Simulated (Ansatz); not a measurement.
Frontier orbitals of `C[CH2][Al@H-]1[F+][Al@@H-]([CH2]C)[F+]1`.

Cartesian coordinates in Å:
```
C -1.584 -0.911 -1.624
C -1.171 -2.301 -1.136
Al 0.170 -2.335 0.272
F 1.503 -1.130 -0.090
Al 1.138 0.133 1.189
C 0.443 1.772 0.396
C 1.042 3.060 0.967
F -0.205 -1.065 1.540
H -0.733 -0.354 -2.027
H -2.005 -0.307 -0.815
H -2.339 -0.959 -2.414
H -0.795 -2.898 -1.977
H -2.052 -2.851 -0.779
H 0.796 -3.598 0.978
H 2.223 0.025 2.330
H 0.606 1.732 -0.688
H -0.648 1.782 0.516
H 2.126 3.100 0.827
H 0.861 3.151 2.041
H 0.623 3.953 0.493
```

Total charge 0; spin multiplicity 1. The structure was optimised at the PBE0-D4/def2-TZVP level. It is one conformer, not always the lowest. Basis def2-TZVPP, Ansatz.

| functional | HOMO (eV) | LUMO (eV) | gap (eV) |
| --- | --- | --- | --- |
| PBE | -6.35 | -0.94 | 5.41 |
| BLYP | -6.26 | -0.84 | 5.42 |
| r2SCAN | -6.62 | -0.50 | 6.12 |
| PBE0 | -7.63 | -0.13 | 7.50 |
| r2SCANh | -7.09 | -0.24 | 6.85 |
| HSE06 (plane-wave form) | -7.23 | -0.50 | 6.73 |
| ωB97X-V | -10.03 | 1.72 | 11.75 |
| ωB97M-V | -9.86 | 1.34 | 11.20 |

From PBE to PBE0 the HOMO moves by −1.27 eV and the LUMO by +0.80 eV, and with ωB97M-V by −3.51 and +2.28 eV, so the gap grows from 5.42 to 11.21 eV with exact exchange. A positive LUMO is unbound and depends on the basis.
